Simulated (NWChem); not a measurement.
System: C₃H₅ClSi; SMILES [SiH2]1C(=CC1)Cl

Input file for NWChem:

```
start job
memory heap 200 mb stack 900 mb global 1100 mb
geometry units angstroms noautosym nocenter noautoz
  Cl     0.122287    -2.076141     0.000000
  C     -0.104716    -0.377501     0.000000
  C     -1.270030     0.303719     0.000000
  C     -0.923216     1.780970     0.000000
  Si     0.896352     1.204119     0.000000
  H     -2.283753    -0.119405     0.000000
  H     -1.270679     2.324504    -0.893948
  H     -1.270679     2.324504     0.893948
  H      1.713428     1.500867    -1.214933
  H      1.713428     1.500867     1.214933
end
basis spherical
  * library 6-31g*
end
dft
  xc hfexch
  iterations 150
  mulliken
end
task dft energy
esp
  recalculate
  probe 0.07
  range 0.3
  factor 1.0
  spacing 0.02
end
task esp
```

NWChem printed, in part:

```
             Northwest Computational Chemistry Package (NWChem) 7.3.0
             --------------------------------------------------------

                             Geometry "geometry" -> ""
                             -------------------------

 Output coordinates in angstroms (scale by  1.889725989 to convert to a.u.)

  No.       Tag          Charge          X              Y              Z
 ---- ---------------- ---------- -------------- -------------- --------------
    1 Cl                  17.0000     0.12228700    -2.07614100     0.00000000
    2 C                    6.0000    -0.10471600    -0.37750100     0.00000000
    3 C                    6.0000    -1.27003000     0.30371900     0.00000000
    4 C                    6.0000    -0.92321600     1.78097000     0.00000000
    5 Si                  14.0000     0.89635200     1.20411900     0.00000000
    6 H                    1.0000    -2.28375300    -0.11940500     0.00000000
    7 H                    1.0000    -1.27067900     2.32450400    -0.89394800
    8 H                    1.0000    -1.27067900     2.32450400     0.89394800
    9 H                    1.0000     1.71342800     1.50086700    -1.21493300
   10 H                    1.0000     1.71342800     1.50086700     1.21493300

 Effective nuclear repulsion energy (a.u.)     256.1118879774

  xc_inp: hfexch multiplicative factor not found.

                                 NWChem DFT Module
                                 -----------------

 Summary of "ao basis" -> "ao basis" (spherical)
 ------------------------------------------------------------------------------
       Tag                 Description            Shells   Functions and Types
 ---------------- ------------------------------  ------  ---------------------
 Cl                          6-31g*                  8       18   4s3p1d
 C                           6-31g*                  6       14   3s2p1d
 Si                          6-31g*                  8       18   4s3p1d
 H                           6-31g*                  2        2   2s

            General Information
            -------------------
          SCF calculation type: DFT
          Wavefunction type:  closed shell.
          No. of atoms     :    10
          No. of electrons :    54
           Alpha electrons :    27
            Beta electrons :    27
          Charge           :     0
          Spin multiplicity:     1
          Use of symmetry is: off; symmetry adaption is: off
          Maximum number of iterations: 150
          AO basis - number of functions:    88
                     number of shells:    44
          Convergence on energy requested:  1.00D-06
          Convergence on density requested:  1.00D-05
          Convergence on gradient requested:  5.00D-04

              XC Information
              --------------
                     Hartree-Fock (Exact) Exchange  1.000

      Superposition of Atomic Density Guess
      -------------------------------------

 Sum of atomic energies:        -863.73981538

      Non-variational initial energy
      ------------------------------

 Total energy =    -866.335542
 1-e energy   =   -1699.344009
 2-e energy   =     576.896578
 HOMO         =      -0.269273
 LUMO         =       0.026581

     ---------------------------------------------
      Total Density - Mulliken Population Analysis
     ---------------------------------------------

    Atom       Charge   Shell Charges
 -----------   ------   -------------------------------------------------------
    1 Cl  17    17.11   2.00  2.00  5.98  1.38  3.61  0.52  1.59  0.02
    2 C    6     6.11   2.00  0.72  1.73  0.62  1.00  0.04
    3 C    6     6.23   2.00  0.74  1.87  0.59  0.99  0.04
    4 C    6     6.70   2.00  0.72  2.02  0.68  1.26  0.03
    5 Si  14    13.42   2.00  2.00  5.97  0.98  1.61  0.28  0.43  0.15
    6 H    1     0.79   0.46  0.33
    7 H    1     0.76   0.46  0.30
    8 H    1     0.76   0.46  0.30
    9 H    1     1.07   0.47  0.60
   10 H    1     1.07   0.47  0.60

   convergence    iter        energy       DeltaE   RMS-Dens  Diis-err
 ---------------- ----- ----------------- --------- --------- ---------
 d= 0,ls=0.0,diis     1   -864.8050127317 -1.12D+03  6.41D-03  2.56D-01
 d= 0,ls=0.0,diis     2   -864.8544053273 -4.94D-02  2.49D-03  3.79D-02
 d= 0,ls=0.0,diis     3   -864.8599994662 -5.59D-03  1.18D-03  8.64D-03
 d= 0,ls=0.0,diis     4   -864.8615270900 -1.53D-03  2.87D-04  2.74D-04
 d= 0,ls=0.0,diis     5   -864.8615880723 -6.10D-05  1.19D-04  2.50D-05
  Resetting Diis
 d= 0,ls=0.0,diis     6   -864.8615967324 -8.66D-06  3.93D-05  4.53D-06
 d= 0,ls=0.0,diis     7   -864.8615979933 -1.26D-06  9.83D-06  3.55D-07
 d= 0,ls=0.0,diis     8   -864.8615981225 -1.29D-07  6.27D-06  8.79D-08

         Total DFT energy =     -864.861598122454
      One electron energy =    -1702.172563515457
           Coulomb energy =      646.502411790198
    Exchange-Corr. energy =      -65.303334374567
 Nuclear repulsion energy =      256.111887977372

 Numeric. integr. density =        0.000000000000

                       DFT Final Molecular Orbital Analysis
                       ------------------------------------

 Vector   25  Occ=2.000000D+00  E=-4.328628D-01
              MO Center= -2.9D-01,  1.4D+00,  3.1D-14, r^2= 2.7D+00
   Bfn.  Coefficient  Atom+Function         Bfn.  Coefficient  Atom+Function
  ----- ------------  ---------------      ----- ------------  ---------------
    49      0.396400   4 C  px               67     -0.337944   5 Si px
    53      0.292882   4 C  px               63      0.136676   5 Si px
    35     -0.134701   3 C  px               86     -0.133928   9 H  s
    88     -0.133928  10 H  s                36     -0.130840   3 C  py
    52      0.127173   4 C  s                79      0.122273   6 H  s

 Vector   26  Occ=2.000000D+00  E=-4.147854D-01
              MO Center=  1.3D-01, -9.7D-01,  3.0D-15, r^2= 3.2D+00
   Bfn.  Coefficient  Atom+Function         Bfn.  Coefficient  Atom+Function
  ----- ------------  ---------------      ----- ------------  ---------------
     7      0.518167   1 Cl px               11      0.322199   1 Cl px
    21     -0.258429   2 C  px               68      0.243593   5 Si py
     3     -0.198042   1 Cl px                8      0.196105   1 Cl py
    24     -0.157505   2 C  s                25     -0.153234   2 C  px
    35      0.145530   3 C  px               22     -0.133518   2 C  py

 Vector   27  Occ=2.000000D+00  E=-3.543215D-01
              MO Center= -4.7D-01, -3.0D-01,  4.0D-15, r^2= 3.2D+00
   Bfn.  Coefficient  Atom+Function         Bfn.  Coefficient  Atom+Function
  ----- ------------  ---------------      ----- ------------  ---------------
     9      0.378281   1 Cl pz               37     -0.326412   3 C  pz
    23     -0.316135   2 C  pz               41     -0.280212   3 C  pz
    27     -0.270748   2 C  pz               13      0.263177   1 Cl pz
     5     -0.143774   1 Cl pz               82     -0.117933   7 H  s
    84      0.117933   8 H  s                86     -0.104076   9 H  s

 Vector   28  Occ=0.000000D+00  E= 1.264032D-01
              MO Center=  1.1D+00,  1.4D+00,  6.3D-15, r^2= 4.5D+00
   Bfn.  Coefficient  Atom+Function         Bfn.  Coefficient  Atom+Function
  ----- ------------  ---------------      ----- ------------  ---------------
    72      1.142755   5 Si py               52     -0.716177   4 C  s
    24      0.626468   2 C  s                71     -0.396817   5 Si px
    25      0.329998   2 C  px               53     -0.316919   4 C  px
    68      0.185004   5 Si py               38      0.181603   3 C  s
    49     -0.111561   4 C  px               21      0.104225   2 C  px

[...]

                     NWChem Electrostatic Potential Fit Module
                     -----------------------------------------

 Atom parameters

 Number of atoms is                                   10
 Number of basis functions is                         88

 Grid parameters

 Maximum number of grid points is                  42375
 Number of grid points is                          42374
 Grid range                                     0.300000 nm
 Grid spacing                                   0.020000 nm
 Probe radius                                   0.070000 nm
 Atom radius factor                             1.000000

 Atomic radii

    1    0.100000
    6    0.147000
   14    0.187000
   17    0.169000
 FASTESP  F
  using M.O. file = ./job.movecs

    Atom              Coordinates                           Charge

                                                  ESP

    1 Cl    0.012229   -0.207614    0.000000   -0.157255
    2 C    -0.010472   -0.037750    0.000000   -0.082733
    3 C    -0.127003    0.030372    0.000000   -0.041026
    4 C    -0.092322    0.178097    0.000000   -0.254410
    5 Si    0.089635    0.120412    0.000000    0.546338
    6 H    -0.228375   -0.011941    0.000000    0.114752
    7 H    -0.127068    0.232450   -0.089395    0.070168
    8 H    -0.127068    0.232450    0.089395    0.069667
    9 H     0.171343    0.150087   -0.121493   -0.132509
   10 H     0.171343    0.150087    0.121493   -0.132990
                                            ------------
                                                0.000000

 Dipole moment                                  0.907818

 Quadrupole moment Qxx                          7.678791
                   Qyy                         -9.847772
                   Qzz                          2.168981

 RMS deviation kJ/mol                           0.067448

 RRMS %                                        44.037196
```

Level: Hartree-Fock/6-31G* (spherical d). The geometry was optimised at PBE0/def2-SVP.
